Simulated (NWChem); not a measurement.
System: C4H6O; SMILES O1CCC=C1

Here is an NWChem input.

```
start job
memory heap 200 mb stack 900 mb global 1100 mb
geometry units angstroms noautoz
  C      0.985335     0.761861     0.010867
  C      1.058894    -0.569484     0.046222
  O     -0.138566    -1.229408     0.037017
  C     -1.174222    -0.212543     0.099418
  C     -0.473412     1.162623    -0.063993
  H      1.823095     1.445945    -0.004107
  H      1.923770    -1.221871     0.073413
  H     -1.671587    -0.308925     1.071244
  H     -1.899984    -0.431461    -0.688467
  H     -0.769855     1.863037     0.726821
  H     -0.720316     1.641568    -1.022118
end
basis spherical
  * library def2-svp
end
dft
  xc b3lyp
  iterations 150
  mulliken
end
task dft energy
```

Excerpt of the output:

```
             Northwest Computational Chemistry Package (NWChem) 7.3.0
             --------------------------------------------------------

 C1  symmetry detected

                             Geometry "geometry" -> ""
                             -------------------------

 Output coordinates in angstroms (scale by  1.889725989 to convert to a.u.)

  No.       Tag          Charge          X              Y              Z
 ---- ---------------- ---------- -------------- -------------- --------------
    1 C                    6.0000     0.99758685     0.74672812     0.02725973
    2 C                    6.0000     1.05134399    -0.58588173     0.00722025
    3 O                    8.0000    -0.15540990    -1.22676286    -0.04289258
    4 C                    6.0000    -1.17680448    -0.19796646     0.05103670
    5 C                    6.0000    -0.45421011     1.17216236    -0.04655297
    6 H                    1.0000     1.84533365     1.41816771     0.05030761
    7 H                    1.0000     1.90625971    -1.25176096     0.01630874
    8 H                    1.0000    -1.68670528    -0.32761266     1.01244205
    9 H                    1.0000    -1.89653292    -0.37265090    -0.75326092
   10 H                    1.0000    -0.74953467     1.84310442     0.76982020
   11 H                    1.0000    -0.68303885     1.69460154    -0.98625937

 Effective nuclear repulsion energy (a.u.)     173.7978725021

                                 NWChem DFT Module
                                 -----------------

 Summary of "ao basis" -> "ao basis" (spherical)
 ------------------------------------------------------------------------------
       Tag                 Description            Shells   Functions and Types
 ---------------- ------------------------------  ------  ---------------------
 C                          def2-svp                 6       14   3s2p1d
 O                          def2-svp                 6       14   3s2p1d
 H                          def2-svp                 3        5   2s1p

            General Information
            -------------------
          SCF calculation type: DFT
          Wavefunction type:  closed shell.
          No. of atoms     :    11
          No. of electrons :    38
           Alpha electrons :    19
            Beta electrons :    19
          Charge           :     0
          Spin multiplicity:     1
          Use of symmetry is: off; symmetry adaption is: off
          Maximum number of iterations: 150
          AO basis - number of functions:   100
                     number of shells:    48
          Convergence on energy requested:  1.00D-06
          Convergence on density requested:  1.00D-05
          Convergence on gradient requested:  5.00D-04

              XC Information
              --------------
                         B3LYP Method XC Potential
                     Hartree-Fock (Exact) Exchange  0.200
                        Slater Exchange Functional  0.800 local
                    Becke 1988 Exchange Functional  0.720 non-local
              Lee-Yang-Parr Correlation Functional  0.810
                  VWN I RPA Correlation Functional  0.190 local

             Grid Information
             ----------------
          Grid used for XC integration:  medium
          Radial quadrature: Mura-Knowles
          Angular quadrature: Lebedev.
          Tag              B.-S. Rad. Rad. Pts. Rad. Cut. Ang. Pts.
          ---              ---------- --------- --------- ---------
          C                   0.70       49          10.0       434
          O                   0.60       49          10.0       434
          H                   0.35       45          11.0       434
          Grid pruning is: on
          Number of quadrature shells:   515
          Spatial weights used:  Erf1

      Superposition of Atomic Density Guess
      -------------------------------------

 Sum of atomic energies:        -228.18607004

      Non-variational initial energy
      ------------------------------

 Total energy =    -231.410218
 1-e energy   =    -652.180800
 2-e energy   =     246.972710
 HOMO         =      -0.244927
 LUMO         =       0.048320

     ---------------------------------------------
      Total Density - Mulliken Population Analysis
     ---------------------------------------------

    Atom       Charge   Shell Charges
 -----------   ------   -------------------------------------------------------
    1 C    6     6.33   1.99  0.97  0.33  2.05  0.96  0.03
    2 C    6     5.70   1.99  0.94  0.26  1.77  0.67  0.06
    3 O    8     8.58   1.99  1.10  0.69  2.93  1.86  0.01
    4 C    6     5.75   1.99  0.94  0.16  1.79  0.81  0.05
    5 C    6     6.16   1.99  0.97  0.15  2.00  1.01  0.03
    6 H    1     0.89   0.66  0.21  0.03
    7 H    1     0.92   0.68  0.22  0.02
    8 H    1     0.94   0.70  0.21  0.02
    9 H    1     0.93   0.70  0.21  0.02
   10 H    1     0.90   0.68  0.20  0.02
   11 H    1     0.90   0.68  0.20  0.02

   convergence    iter        energy       DeltaE   RMS-Dens  Diis-err
 ---------------- ----- ----------------- --------- --------- ---------
 d= 0,ls=0.0,diis     1   -230.9913681902 -4.05D+02  8.77D-03  4.99D-01
 d= 0,ls=0.0,diis     2   -231.0149068235 -2.35D-02  4.21D-03  3.64D-01
 d= 0,ls=0.0,diis     3   -231.0465005714 -3.16D-02  1.30D-03  6.59D-02
 d= 0,ls=0.0,diis     4   -231.0526934453 -6.19D-03  3.98D-04  2.14D-03
 d= 0,ls=0.0,diis     5   -231.0528793056 -1.86D-04  1.81D-04  3.50D-04
  Resetting Diis
 d= 0,ls=0.0,diis     6   -231.0529175894 -3.83D-05  5.14D-05  5.06D-05
 d= 0,ls=0.0,diis     7   -231.0529240357 -6.45D-06  1.54D-05  9.75D-07
 d= 0,ls=0.0,diis     8   -231.0529238881  1.48D-07  1.05D-05  2.14D-06
 d= 0,ls=0.0,diis     9   -231.0529241422 -2.54D-07  2.58D-06  8.14D-08

[...]
```

Level: B3LYP/def2-SVP. All runs use the structure optimised with B3LYP/6-31G* (spherical d).
